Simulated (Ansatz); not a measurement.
CH9N3Ti (`[CH3][Ti]([NH2])([NH2])[NH2]`). Charge 0, multiplicity 1. The structure was optimised at the PBE0-D4/def2-TZVP level. It is one conformer, not always the lowest.

```xyz
14

C     1.368    1.189   -0.328
Ti   -0.182   -0.158    0.044
N    -0.124   -0.624    1.870
N    -1.809    0.694   -0.382
N     0.089   -1.673   -1.046
H     1.471    1.370   -1.403
H     1.172    2.147    0.166
H     2.319    0.795    0.048
H    -0.868   -0.535    2.546
H     0.720   -0.945    2.326
H    -2.515    0.374   -1.029
H    -2.060    1.606   -0.022
H     0.250   -1.609   -2.043
H     0.167   -2.634   -0.747
```

What is the dipole moment at ωB97M-V/def2-TZVPP? (Estimate.)

The calculation gave: 1.05 D, with components (-0.78, -0.68, 0.19) D in this frame, pointing from negative to positive charge.

And with PBE, r2SCAN, B3LYP? (An estimate is asked.)

The calculation gave: PBE 1.20 D, r2SCAN 1.14 D, B3LYP 1.09 D.

Give the Mulliken charges with ωB97M-V, B3LYP, PBE in def2-TZVPP. (Best estimate.)

Ansatz gave: 
```
atom  ωB97M-V  B3LYP    PBE
  C1    -0.52  -0.50  -0.50
 Ti2     0.78   0.88   0.74
  N3    -0.42  -0.48  -0.46
  N4    -0.42  -0.48  -0.46
  N5    -0.42  -0.48  -0.46
  H6     0.11   0.09   0.09
  H7     0.11   0.09   0.09
  H8     0.11   0.09   0.09
  H9     0.12   0.14   0.15
 H10     0.11   0.13   0.14
 H11     0.12   0.14   0.15
 H12     0.11   0.13   0.14
 H13     0.11   0.13   0.14
 H14     0.12   0.14   0.15
```

B3LYP here is the variant with VWN-RPA as its local correlation; programs differ in this.
